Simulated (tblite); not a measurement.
Start geometry of `Cl[Si@H]1CCCO1` from a force field or distance geometry (Å):
```
atom  x, y, z in Å
Cl1    3.0316    0.8002    1.1868
Si2    1.2744   -0.2190    0.7175
C3    -0.2221    0.8940    0.7378
C4    -1.0200    0.2352   -0.3552
C5    -0.2190   -0.7405   -1.0965
O6     1.1237   -0.5787   -0.9600
H7     1.0745   -1.4285    1.5182
H8    -0.7164    0.9333    1.7185
H9     0.0680    1.8978    0.3495
H10   -1.5852    0.9499   -0.9872
H11   -1.8286   -0.3438    0.1830
H12   -0.4513   -0.6279   -2.1923
H13   -0.5339   -1.7715   -0.8378
```

Problem. What comes out of this run: GFN2-xTB geometry optimisation, gas phase (tblite)?

Solution. 
```
atom  x, y, z in Å
Cl1    3.0699    0.5954    0.7350
Si2    1.2581   -0.2569    0.8462
C3    -0.2240    0.9265    0.6714
C4    -1.1382    0.1061   -0.2401
C5    -0.2366   -0.6723   -1.2018
O6     0.9304   -1.0842   -0.5216
H7     1.2093   -1.1669    1.9811
H8    -0.7291    1.1922    1.5958
H9     0.0665    1.8565    0.1799
H10   -1.8475    0.7224   -0.7917
H11   -1.6986   -0.6085    0.3647
H12    0.0659   -0.0438   -2.0461
H13   -0.7304   -1.5660   -1.5904
```

The energy falls by 17.6 kcal/mol over 81 L-BFGS steps, the largest force on an atom goes from 4.02 to 0.010 eV/Å, and the atoms move by 0.463 Å rms after alignment. The bond that changes most is Si2–O6 (chlorine-bound silicon to silyl ether oxygen), which shortens by 0.090 Å. Bonds longer at the end by more than 0.005 Å: 4 of 13; shorter: 9. Among the angles that change most is Si2–O6–C5, from 102.1° to 114.9°. Among the dihedrals that turn most is C4–C5–O6–Si2, from 41° to -19°. Rotational constants go from 5498, 1504, 1298 to 5174, 1559, 1364 MHz. The orientation of the end geometry is arbitrary; only internal coordinates are fixed.

Its GFN2-xTB frequencies are all real (lowest 82 cm⁻¹). One conformer, not necessarily the lowest.

These are computed values.
